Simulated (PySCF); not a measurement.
A calculated (PBE0, PySCF 2.14, aug-cc-pwCVTZ-DK3 with one added diffuse shell each of s, p, d, f type, scalar relativity by spin-free X2C-1e) atom or ion has these occupied shells.

```csv
shell,electrons,orbital energy (eV),"rms radius, mean of both spins (bohr)"
1s α,1,-34415.0,0.0306
1s β,1,-34415.0,0.0306
2s α,1,-5391.6,0.124
2s β,1,-5391.5,0.124
2p α,3,-4841.9,0.111
2p β,3,-4841.8,0.111
3s α,1,-1122.2,0.327
3s β,1,-1122.2,0.327
3p α,3,-943.00,0.327
3p β,3,-942.94,0.327
3d α,5,-675.23,0.305
3d β,5,-675.19,0.305
4s α,1,-215.64,0.762
4s β,1,-215.52,0.762
4p α,3,-158.10,0.816
4p β,3,-157.96,0.816
4d α,5,-73.052,0.946
4d β,5,-72.908,0.946
5s α,1,-31.749,1.95
5s β,1,-30.497,1.95
5p α,3,-18.771,2.33
5p β,2,-17.936,2.33
```

Question: Name the element and its charge.

Answer: Xe⁺ (xenon, charge +1), in [Kr] 4d10 5s2 5p5, 2P determinant.
